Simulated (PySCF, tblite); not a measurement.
Isomers of C5H9NSi, one GFN2-xTB conformer each. Single-point energies are computed at PBE0/pcSseg-1 (PySCF, gas phase, no added dispersion term), electronic only.

```json
{"SMILES": "C=C(C#N)[SiH](C)C", "GFN2-xTB relative energy (kcal/mol)": "20.4"}
{"SMILES": "C/N=C\\C#CC[SiH3]", "GFN2-xTB relative energy (kcal/mol)": "22.0"}
{"SMILES": "C=N[SiH]1CC=CC1", "GFN2-xTB relative energy (kcal/mol)": "0.0"}
{"SMILES": "C#C[Si@@H]1CCCN1", "GFN2-xTB relative energy (kcal/mol)": "4.9"}
{"SMILES": "C=C(C#N)CC[SiH3]", "GFN2-xTB relative energy (kcal/mol)": "10.8"}
{"SMILES": "N#CC[C@@H]1CC[SiH2]1", "GFN2-xTB relative energy (kcal/mol)": "7.1"}
{"SMILES": "C/C=N/[C@@H]1C=C[SiH2]1", "GFN2-xTB relative energy (kcal/mol)": "22.4"}
```

Conformers: `[CH2:1]=[C:2]([C:3]#[N:4])[SiH:5]([CH3:6])[CH3:7]` with C1–C2–Si5–C6 120°; `[CH2:1]=[N:2][SiH:3]1[CH2:4][CH:5]=[CH:6][CH2:7]1` with C1–N2–Si3–C4 -130°; `[CH:1]#[C:2][Si@@H:3]1[CH2:4][CH2:5][CH2:6][NH:7]1` with C2–Si3–C4–C5 -97°, Si3–C4–C5–C6 -36°, C4–C5–C6–N7 42°, C5–C6–N7–Si3 -30°; `[CH2:1]=[C:2]([C:3]#[N:4])[CH2:5][CH2:6][SiH3:7]` with C1–C2–C5–C6 110°, C2–C5–C6–Si7 179°; `[N:1]#[C:2][CH2:3][C@@H:4]1[CH2:5][CH2:6][SiH2:7]1` with C2–C3–C4–C5 180°, C3–C4–C5–C6 -135°, C4–C5–C6–Si7 12°, C5–C6–Si7–C4 -10°, C3–C4–Si7–C6 128°; `[CH3:1]/[CH:2]=[N:3]/[C@@H:4]1[CH:5]=[CH:6][SiH2:7]1` with C2–N3–C4–C5 16°.

What does PBE0/pcSseg-1 give for the same structures?

```json
{"SMILES": "C=C(C#N)[SiH](C)C", "PBE0/pcSseg-1 E (Eh)": "-539.71113", "PBE0/pcSseg-1 (kcal/mol)": "0.0", "GFN2-xTB (kcal/mol)": "20.4", "point group": "Cs"}
{"SMILES": "C=N[SiH]1CC=CC1", "PBE0/pcSseg-1 E (Eh)": "-539.70481", "PBE0/pcSseg-1 (kcal/mol)": "4.0", "GFN2-xTB (kcal/mol)": "0.0", "point group": "Cs"}
{"SMILES": "C#C[Si@@H]1CCCN1", "PBE0/pcSseg-1 E (Eh)": "-539.69225", "PBE0/pcSseg-1 (kcal/mol)": "11.9", "GFN2-xTB (kcal/mol)": "4.9", "point group": "C1"}
{"SMILES": "N#CC[C@@H]1CC[SiH2]1", "PBE0/pcSseg-1 E (Eh)": "-539.68643", "PBE0/pcSseg-1 (kcal/mol)": "15.5", "GFN2-xTB (kcal/mol)": "7.1", "point group": "C1"}
{"SMILES": "C=C(C#N)CC[SiH3]", "PBE0/pcSseg-1 E (Eh)": "-539.67958", "PBE0/pcSseg-1 (kcal/mol)": "19.8", "GFN2-xTB (kcal/mol)": "10.8", "point group": "C1"}
{"SMILES": "C/C=N/[C@@H]1C=C[SiH2]1", "PBE0/pcSseg-1 E (Eh)": "-539.65278", "PBE0/pcSseg-1 (kcal/mol)": "36.6", "GFN2-xTB (kcal/mol)": "22.4", "point group": "C1"}
{"SMILES": "C/N=C\\C#CC[SiH3]", "PBE0/pcSseg-1 E (Eh)": "-539.63006", "PBE0/pcSseg-1 (kcal/mol)": "50.9", "GFN2-xTB (kcal/mol)": "22.0", "point group": "C1"}
```

GFN2-xTB puts C=N[SiH]1CC=CC1 lowest instead; measured from each level's own lowest isomer, the values differ by up to 28.9 kcal/mol (C/N=C\C#CC[SiH3]: 22.0 against 50.9). As drawn, the lowest has a C≡N group and a C=C bond outside aromatic rings, which the highest lacks; the highest has a C≡C bond and a C=N bond, which the lowest lacks.

Which frontier levels, dipoles and rotational constants go with these structures?

```
                 SMILES  HOMO (eV, PBE0/pcSseg-1)  LUMO (eV)  dipole (D)       A, B, C (MHz)
      C=C(C#N)[SiH](C)C                     -8.16      -1.59        3.72    2582, 1550, 1406
        C=N[SiH]1CC=CC1                     -6.92      -0.84        1.54    4883, 1491, 1299
       C#C[Si@@H]1CCCN1                     -6.65       0.04        0.82    4235, 1473, 1358
   N#CC[C@@H]1CC[SiH2]1                     -8.19      -0.01        4.19    4576, 1338, 1104
       C=C(C#N)CC[SiH3]                     -8.08      -1.41        3.72   4124, 1020, 863.1
C/C=N/[C@@H]1C=C[SiH2]1                     -6.84      -0.27        1.43    4677, 1314, 1193
       C/N=C\C#CC[SiH3]                     -7.17      -0.95        2.96  5571, 768.3, 746.2
```

What happens when harmonic zero-point energies from GFN2-xTB frequencies are added?

```json
{"SMILES": "C=C(C#N)[SiH](C)C", "ZPE (kcal/mol)": "76.4", "electronic (kcal/mol)": "0.0", "with ZPE (kcal/mol)": "0.0"}
{"SMILES": "C=N[SiH]1CC=CC1", "ZPE (kcal/mol)": "78.1", "electronic (kcal/mol)": "4.0", "with ZPE (kcal/mol)": "5.6"}
{"SMILES": "C#C[Si@@H]1CCCN1", "ZPE (kcal/mol)": "79.1", "electronic (kcal/mol)": "11.9", "with ZPE (kcal/mol)": "14.6"}
{"SMILES": "N#CC[C@@H]1CC[SiH2]1", "ZPE (kcal/mol)": "77.9", "electronic (kcal/mol)": "15.5", "with ZPE (kcal/mol)": "16.9"}
{"SMILES": "C=C(C#N)CC[SiH3]", "ZPE (kcal/mol)": "75.0", "electronic (kcal/mol)": "19.8", "with ZPE (kcal/mol)": "18.4"}
{"SMILES": "C/C=N/[C@@H]1C=C[SiH2]1", "ZPE (kcal/mol)": "76.1", "electronic (kcal/mol)": "36.6", "with ZPE (kcal/mol)": "36.3"}
{"SMILES": "C/N=C\\C#CC[SiH3]", "ZPE (kcal/mol)": "73.8", "electronic (kcal/mol)": "50.9", "with ZPE (kcal/mol)": "48.3"}
```

The zero-point energies span 5.3 kcal/mol. The order is unchanged.
